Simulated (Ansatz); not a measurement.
Calculated with Ansatz (gas phase, PBE0-D4/def2-TZVP geometries, no zero-point term in ΔE). CCSD(T)/CBS is the MP2 limit (def2-TZVPP, def2-QZVPP) plus CCSD(T) − MP2 in def2-TZVPP, frozen cores. This one scheme is used for every species. DFT in def2-TZVPP. For Ge outer-core shells are correlated without core-valence functions, which leaves a few kJ/mol of doubt a bond. Scalar relativity is left out up to krypton.

Reaction (formal exchange of groups at a Ge–B bond): `[BH2][GeH]([CH3])[F]` + `C#C` → `C#[C][GeH]([CH3])[F]` + BH₃

`[BH2][GeH]([CH3])[F]`:

```xyz
10

B     0.916   -0.316    1.663
Ge   -0.601   -0.179    0.283
C    -0.071    0.492   -1.469
F    -1.243   -1.785   -0.025
H     1.249   -1.364    2.125
H     1.484    0.675    2.015
H    -1.810    0.619    0.822
H    -0.928    0.453   -2.141
H     0.732   -0.118   -1.883
H     0.273    1.525   -1.390
```

`C#C`:

```xyz
4

C     0.295   -0.504   -0.130
C    -0.295    0.504    0.130
H     0.819   -1.402   -0.361
H    -0.819    1.402    0.361
```

`C#[C][GeH]([CH3])[F]`:

```xyz
10

C    -1.415   -0.512    2.226
C    -0.892    0.009    1.274
Ge   -0.083    0.780   -0.260
C     0.937   -0.522   -1.255
F     1.048    1.963    0.338
H    -1.873   -0.965    3.076
H    -1.122    1.566   -1.069
H     0.277   -1.303   -1.637
H     1.442   -0.039   -2.092
H     1.681   -0.976   -0.600
```

BH₃:

```xyz
4

B     0.000    0.000    0.000
H    -0.775    0.043   -0.906
H    -0.200    0.640    0.987
H     0.975   -0.683   -0.081
```

CCSD(T)/CBS gives -0.32 eV.

Question: Another level gave -0.27 eV. Which?
A. PBE/def2-TZVPP
B. CCSD(T)/def2-TZVPP
C. PBE0-D4/def2-TZVPP
D. MP2/def2-TZVPP

Answer: C. PBE0-D4 -0.27, MP2/def2-TZVPP -0.46, CCSD(T)/def2-TZVPP -0.39, PBE -0.20 eV.

Largest T1 diagnostic among the species: 0.013.

From PBE to PBE0 (25 % exact exchange), in def2-TZVPP and without D4, ΔE moves by −0.05 eV.
